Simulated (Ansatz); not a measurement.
Two members of one family (Same ligands, another metal), computed with Ansatz in the gas phase; def2 core potentials for Ag, no spin–orbit coupling. The two geometries come from different levels. Binding counts from free atoms in the multiplicity of their measured ground term, without zero-point energy. A dash marks a value that wasn't run or was left out as unsound. The structures are stationary points that may keep the symmetry of their start. Remarks come from the PBE and PBE0 runs and from stability tests at other levels; not every state was tested. A HOMO above zero means that the electron is unbound at that level and held by the basis, or that self-interaction error raises the level; the energy of removing that electron tells which.

First: (AgF)2 ring (singlet, charge 0, r2SCAN-D4/def2-TZVP geometry).

```xyz
4

Ag    1.121   -0.834   -0.386
F    -0.849   -1.344    0.438
Ag   -1.119    0.835    0.389
F     0.848    1.344   -0.441
```

```
               level  HOMO (eV)  LUMO (eV)  gap (eV)  vertical EA (eV)  binding per atom (eV)
     PBE-D4/def2-SVP      -5.62      -3.57      2.06                 –                   2.25
    PBE-D4/def2-TZVP      -5.87      -3.72      2.15                 –                   2.18
   PBE-D4/def2-TZVPD      -5.92      -3.75      2.18              1.52                   2.19
r2SCAN-D4/def2-TZVPD      -6.06      -3.41      2.65              1.39                   2.17
   LC-ωPBE/def2-TZVP     -10.05      -0.47      9.58                 –                   2.23
```

Remarks: HOMO above zero (-1 doublet).

Second: (CuF)2 ring (singlet, charge 0, PBE0-D4/def2-SVP geometry).

Cartesian coordinates in Å:
```
Cu -0.8062 0.6379 0.5905
F -1.1309 -0.9288 -0.5416
Cu 0.8062 -0.6379 -0.5905
F 1.1309 0.9288 0.5416
```

**Question.** What does the change do? Estimate second minus first.

**Answer.** 
| level | Δ HOMO (eV) | Δ LUMO (eV) | Δ gap (eV) | Δ vertical EA (eV) | Δ binding per atom (eV) |
| --- | --- | --- | --- | --- | --- |
| PBE-D4/def2-SVP | 1.67 | 0.74 | -0.92 | – | 0.64 |
| PBE-D4/def2-TZVP | 1.01 | 0.31 | -0.70 | – | 0.40 |
| PBE-D4/def2-TZVPD | 1.01 | 0.27 | -0.74 | -0.31 | 0.41 |
| r2SCAN-D4/def2-TZVPD | 1.14 | 0.31 | -0.83 | -0.27 | 0.43 |
| LC-ωPBE/def2-TZVP | 0.66 | 0.42 | -0.24 | – | 0.38 |

Remarks: HOMO above zero (-1 doublet).
